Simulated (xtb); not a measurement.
F5Sb, singlet, geometry from GFN2-xTB; GFN2-xTB in xtb.

xtb was given this input:
```
$ xtb mol.xyz --gfn 2 --hess --json

# file mol.xyz
6

Sb    -0.00538098    -0.01804812    -0.00232090
F      1.27108124    -0.77244999     1.17556001
F     -1.28766979     0.72948715    -1.17818027
F      0.23534493     1.68191679     0.82082326
F      1.08319346    -0.49526191    -1.49023129
F     -1.32250323    -1.22629968     0.65862935
```

Output, abridged:

```
   ID    Z sym.   atoms
    1   51 Sb     1
    2    9 F      2-6

           -------------------------------------------------
          |                Calculation Setup                |
           -------------------------------------------------

           -------------------------------------------------
          |                 G F N 2 - x T B                 |
           -------------------------------------------------

          ...................................................
          :                      SETUP                      :
          :.................................................:
          :  # basis functions                  30          :
          :  # atomic orbitals                  29          :
          :  # shells                           13          :
          :  # electrons                        40          :
          :  max. iterations                   250          :
          :  Hamiltonian                  GFN2-xTB          :
          :  restarted?                      false          :
          :  GBSA solvation                  false          :
          :  PC potential                    false          :
          :  electronic temp.          300.0000000     K    :
          :  accuracy                    1.0000000          :
          :  -> integral cutoff          0.2500000E+02      :
          :  -> integral neglect         0.1000000E-07      :
          :  -> SCF convergence          0.1000000E-05 Eh   :
          :  -> wf. convergence          0.1000000E-03 e    :
          :  Broyden damping             0.4000000          :
          :  net charge                          0          :
          :  unpaired electrons                  0          :
          ...................................................

 iter      E             dE          RMSdq      gap      omega  full diag
   1    -25.8628922 -0.258629E+02  0.781E+00    5.77       0.0  T
   2    -25.9081001 -0.452080E-01  0.554E+00    6.30       1.0  T
   3    -25.9271552 -0.190550E-01  0.253E+00    6.03       1.0  T
   4    -25.9492060 -0.220508E-01  0.538E-01    6.34       1.0  T
   5    -25.9492633 -0.573494E-04  0.271E-01    6.33       1.0  T
   6    -25.9492618  0.149896E-05  0.789E-02    6.34       1.0  T
   7    -25.9492682 -0.637630E-05  0.171E-02    6.34       2.4  T
   8    -25.9492688 -0.620424E-06  0.138E-03    6.34      29.5  T
   9    -25.9492688 -0.464316E-08  0.130E-03    6.34      31.5  T
  10    -25.9492688 -0.466917E-08  0.565E-04    6.34      72.3  T
  11    -25.9492688 -0.195613E-08  0.152E-04    6.34     269.3  T

   *** convergence criteria satisfied after 11 iterations ***

         :::::::::::::::::::::::::::::::::::::::::::::::::::::
         ::                     SUMMARY                     ::
         :::::::::::::::::::::::::::::::::::::::::::::::::::::
         :: total energy             -25.939166615419 Eh    ::
         :: gradient norm              0.000040263838 Eh/a0 ::
         :: HOMO-LUMO gap              6.337603872284 eV    ::
         ::.................................................::
         :: SCC energy               -25.949267701056 Eh    ::
         :: -> isotropic ES            0.091024224019 Eh    ::
         :: -> anisotropic ES          0.001875203444 Eh    ::
         :: -> anisotropic XC         -0.016395291551 Eh    ::
         :: -> dispersion             -0.003253874466 Eh    ::
         :: repulsion energy           0.010101085637 Eh    ::
         :: add. restraining           0.000000000000 Eh    ::
         :: total charge               0.000000000000 e     ::
         :::::::::::::::::::::::::::::::::::::::::::::::::::::

           -------------------------------------------------
          |                Numerical Hessian                |
           -------------------------------------------------
step length          :   0.00500
SCC accuracy         :   0.30000
Hessian scale factor :   1.00000
frozen atoms in %    :   0.00000    0
[...]
   9:  0.00  10:  0.00  11:  0.00  12:  0.00  13:  0.00  14:  0.00  15:  0.00  16:  0.00
  17:  0.00  18:  0.00
 output can be read by thermo (or use thermo option).
 writing <g98.out> molden fake output.
 recommended (thermochemical) frequency scaling factor: 1.0
           -------------------------------------------------
          |             Thermodynamic Functions             |
           -------------------------------------------------

d3h symmetry found (for desy threshold:  0.10E+00) used in thermo

          ...................................................
          :                      SETUP                      :
          :.................................................:
          :  # frequencies                          12      :
          :  # imaginary freq.                       0      :
          :  linear?                             false      :
          :  only rotor calc.                    false      :
          :  symmetry                              d3h      :
          :  rotational number                       6      :
          :  scaling factor                  1.0000000      :
          :  rotor cutoff                   50.0000000 cm⁻¹ :
          :  imag. cutoff                  -20.0000000 cm⁻¹ :
          :.................................................:

    mode    ω/cm⁻¹     T·S(HO)/kcal·mol⁻¹    T·S(FR)/kcal·mol⁻¹   T·S(vib)
   ------------------------------------------------------------------------
       1     21.52    -1.93472 (  3.32%)    -1.30533 ( 96.68%)    -1.32620
       2     22.08    -1.91928 (  3.67%)    -1.29763 ( 96.33%)    -1.32043
       3    149.57    -0.79833 ( 98.77%)    -0.73179 (  1.23%)    -0.79751
       4    150.36    -0.79535 ( 98.79%)    -0.73023 (  1.21%)    -0.79456
       5    160.82    -0.75735 ( 99.07%)    -0.71033 (  0.93%)    -0.75692
       6    162.22    -0.75246 ( 99.11%)    -0.70776 (  0.89%)    -0.75206
       7    184.47    -0.68059 ( 99.46%)    -0.66970 (  0.54%)    -0.68053
   ------------------------------------------------------------------------

   temp. (K)  partition function   enthalpy   heat capacity  entropy
                                   cal/mol     cal/K/mol   cal/K/mol   J/K/mol
 298.15  VIB  0.454E+04             4003.594     18.612     26.103
         ROT  0.439E+05              888.752      2.981     24.223
         INT  0.199E+09             4892.346     21.593     50.325
         TR   0.309E+28             1481.254      4.968     42.005
         TOT                        6373.6001    26.5608    92.3302   386.3095

       T/K    H(0)-H(T)+PV         H(T)/Eh          T*S/Eh         G(T)/Eh
   ------------------------------------------------------------------------
    298.15    0.101570E-01    0.168550E-01    0.438691E-01   -0.270140E-01
   ------------------------------------------------------------------------

         :::::::::::::::::::::::::::::::::::::::::::::::::::::
         ::                  THERMODYNAMIC                  ::
         :::::::::::::::::::::::::::::::::::::::::::::::::::::
         :: total free energy         -25.966180622487 Eh   ::
         ::.................................................::
         :: total energy              -25.939166615458 Eh   ::
         :: zero point energy           0.006698070452 Eh   ::
         :: G(RRHO) w/o ZPVE           -0.033712077480 Eh   ::
         :: G(RRHO) contrib.           -0.027014007028 Eh   ::
         :::::::::::::::::::::::::::::::::::::::::::::::::::::

           -------------------------------------------------
          | TOTAL ENERGY              -25.939166615458 Eh   |
          | TOTAL ENTHALPY            -25.922311566786 Eh   |
          | TOTAL FREE ENERGY         -25.966180622487 Eh   |
          | GRADIENT NORM               0.000040439377 Eh/α |
          | HOMO-LUMO GAP               6.337612066670 eV   |
           -------------------------------------------------

normal termination of xtb
```
